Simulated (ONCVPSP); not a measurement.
How hard is this indium (In) ONCV potential?

indium, optimised norm-conserving Vanderbilt (ONCV), made with ONCVPSP 4.0.1 (PBE, scalar-relativistic). Core [Ar] 3d10, reference 4s2 4p6 4d10 5s2 5p1. Waves: 4s+5s: rc 1.45 bohr, ncon 4, nbas 7, qcut 10.7 1/bohr, 2 projectors; 4p+5p: rc 1.75 bohr, ncon 5, nbas 8, qcut 6.5 1/bohr, 2 projectors; 4d: rc 1.70 bohr, ncon 3, nbas 7, qcut 9.9 1/bohr, 1 projector. Local part: polynomial inside 1.05 bohr (lpopt 2, dvloc0 2 Ha). Core correction: Teter function, fcfact 2, rcfact 1.55.

Problem. For each optimised wave give the share of its norm inside rc, the residual kinetic energy above qcut (Ha) and the cutoffs (Ha) for errors of 10, 1, 0.1 and 0.01 mHa per electron.

Solution.

```csv
wave,norm inside rc,residual KE,10 mHa,1 mHa,0.1 mHa,0.01 mHa
4s,0.967,1.1e-07,27.6,35.6,42.1,47.6
5s,0.075,4.8e-08,22.4,32.5,40.4,46.6
4p,0.981,5.8e-04,16.4,20.2,45.5,61.0
5p,0.052,6.4e-05,11.9,16.6,20.4,30.4
4d,0.856,6.3e-08,26.5,32.6,37.7,41.9
```

The occupied waves need 36 Ha and 46 Ha for 1 and 0.1 mHa. 1 of 4 tests not solved or not reliable.
